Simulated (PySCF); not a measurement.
r2SCAN on Ne³⁺ (neon, charge +3)

Configuration: [He] 2s2 2p3, high-spin 4S determinant. Calculation: PySCF 2.14, in aug-cc-pVTZ (5s4p3d2f, 46 functions); the non-relativistic Hamiltonian (point nucleus).

```json
{"Total energy": "-124.2803 hartree", "One-electron energy": "-157.0989 hartree", "Hartree (Coulomb) energy": "43.4910 hartree", "Exchange-correlation energy": "-10.6724 hartree", "Kinetic energy": "123.95050 hartree", "⟨S²⟩": "3.7518", "⟨L²⟩": "0.000", "Sum of ⟨r⟩": "4.146 bohr", "Sum of ⟨r²⟩": "3.646 bohr²", "Density at the nucleus (Gaussians lack the cusp)": "604 bohr⁻³", "Spin density at the nucleus": "-0.129 bohr⁻³", "Langevin diamagnetic susceptibility": "-2.89 ×10⁻⁶ cm³/mol"}
```

```tsv
shell	electrons	mean orbital energy (hartree)	rms radius, mean of both spins (bohr)
1s α	1	-33.87222	0.183
1s β	1	-33.69768	0.183
2s α	1	-4.00848	0.873
2s β	1	-3.60462	0.873
2p α	3	-3.13377	0.828
```
